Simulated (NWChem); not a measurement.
All runs are NWChem calculations. System: F$_{6}$Mo, charge 0, spin multiplicity 1, at a geometry optimised with B3LYP/def2-SVP with def2 effective core potentials on Mo. The structure started from a generated list of species. Level: G0W0@PBE/def2-SVP with def2 effective core potentials on Mo, RI basis def2-svp-rifit, no spin-orbit coupling.

Input file:

```
start mol
memory heap 200 mb stack 700 mb global 1700 mb
geometry units angstroms nocenter noautoz
  Mo     0.000000     0.000000     0.000000
  F      1.828714     0.000000     0.000000
  F     -1.828714     0.000000     0.000000
  F      0.000000     0.000000     1.828718
  F      0.000000     1.828713     0.000000
  F      0.000000    -1.828713     0.000000
  F      0.000000     0.000000    -1.828718
  symmetry group D2h
end
basis spherical
  * library def2-svp
end
ecp
  Mo library def2-ecp
end
basis "ri basis" bse spherical
  * library def2-svp-rifit
end
dft
  xc xpbe96 cpbe96
  iterations 100
  direct
  tolerances tight
end
task dft energy
gw
  states alpha occ 4 vir 2
end
task dft gw
```

Part of the output:

```
             Northwest Computational Chemistry Package (NWChem) 7.3.0
             --------------------------------------------------------

                                NWChem Input Module
                                -------------------

 Scaling coordinates for geometry "geometry" by  1.889725989
 (inverse scale =  0.529177249)

 Turning off AUTOSYM since
 SYMMETRY directive was detected!

                             Geometry "geometry" -> ""
                             -------------------------

 Output coordinates in angstroms (scale by  1.889725989 to convert to a.u.)

  No.       Tag          Charge          X              Y              Z
 ---- ---------------- ---------- -------------- -------------- --------------
    1 Mo                  42.0000     0.00000000     0.00000000     0.00000000
    2 F                    9.0000     1.82871400     0.00000000     0.00000000
    3 F                    9.0000    -1.82871400     0.00000000     0.00000000
    4 F                    9.0000     0.00000000     0.00000000     1.82871800
    5 F                    9.0000     0.00000000     1.82871300     0.00000000
    6 F                    9.0000     0.00000000    -1.82871300     0.00000000
    7 F                    9.0000     0.00000000     0.00000000    -1.82871800

 Effective nuclear repulsion energy (a.u.)     890.3392178167

            Nuclear Dipole moment (a.u.)
            ----------------------------
        X                 Y               Z
 ---------------- ---------------- ----------------
     0.0000000000     0.0000000000     0.0000000000

      Symmetry information
      --------------------

 Group name             D2h
 Group number             26
 Group order               8
 No. of unique centers     4

      Symmetry unique atoms

     1    2    4    5


 Summary of "ao basis" -> "" (spherical)
 ------------------------------------------------------------------------------
       Tag                 Description            Shells   Functions and Types
 ---------------- ------------------------------  ------  ---------------------
 *                          def2-svp                  on all atoms
[...]
           0.000000000000         907.543016985647           0.000000000000
           0.000000000000           0.000000000000         907.540535619571

     Multipole analysis of the density
     ---------------------------------

     L   x y z        total         alpha         beta         nuclear
     -   - - -        -----         -----         ----         -------
     0   0 0 0      0.000000    -34.000000    -34.000000     68.000000

     1   1 0 0      0.000000      0.000000      0.000000      0.000000
     1   0 1 0     -0.000000     -0.000000     -0.000000      0.000000
     1   0 0 1     -0.000000     -0.000000     -0.000000      0.000000

     2   2 0 0    -39.835247   -127.398639   -127.398639    214.962031
     2   1 1 0      0.000000      0.000000      0.000000      0.000000
     2   1 0 1     -0.000000     -0.000000     -0.000000      0.000000
     2   0 2 0    -39.835326   -127.398561   -127.398561    214.961796
     2   0 1 1     -0.000000     -0.000000     -0.000000      0.000000
     2   0 0 2    -39.835374   -127.399172   -127.399172    214.962971

 Task  times  cpu:        5.2s     wall:        5.2s

                                NWChem Input Module
                                -------------------

                                 NWChem GW Module
                                 ----------------

                             ***********************
                             ***        GW       ***
                             ***********************

 Summary of "ri basis" -> "ri basis" (spherical)
 ------------------------------------------------------------------------------
       Tag                 Description            Shells   Functions and Types
 ---------------- ------------------------------  ------  ---------------------
 Mo                      def2-svp-rifit             30      132   8s7p6d5f3g1h
 F                       def2-svp-rifit             16       48   6s5p4d1f

                 Memory Information
                 ------------------
          Available GA per process is          1699.9 MBs
          Available stack per process is        700.0 MBs
          Available heap per process is           0.0 MBs

          Peak memory in Initialization
              Peak GA per process is                 14.5 MBs
              Peak stack per process is               0.1 MBs
              Peak heap per process is               15.5 MBs
              Memory not in MA per process            0.0 MBs

          Peak memory in AFF Calculation
              Peak GA per process is                 79.7 MBs
              Peak stack per process is              57.9 MBs
              Peak heap per process is                0.0 MBs
              Memory not in MA per process           57.9 MBs

          Computing 2-center integrals
          Computing Inverse Cholesky factor
          Computing 3-center integrals
          Computing V_xc ...

          Computing Sigma_x
          Computing RPA polarizability
          Solving quasiparticle equations

                  Alpha Orbitals
          State     Energy (eV)     Error (eV)
          -----------------------------------
@GW        31        -13.430           0.004
@GW        32        -12.994           0.002
@GW        33        -12.994           0.002
@GW        34        -12.994           0.002
@GW        35         -2.443           0.002
@GW        36         -2.443           0.002

   Applying  -2.4247 eV scissor-shift to rest of particle states

   Applying   3.7031 eV scissor-shift to rest of hole states

     GW Timing Statistics
   ------------------------
   Init.   :          0.1s
     ERIs  :          0.9s
     Distr.:          0.0s
     Vxc   :          0.1s
   Sigma_x :          0.0s
   RPA     :          3.8s
   Wmn     :          0.0s
   Sigma_c :          0.0s
   GW total:          4.9s

 Task  times  cpu:        4.9s     wall:        4.9s

 Total times  cpu:       10.2s     wall:       10.2s
```
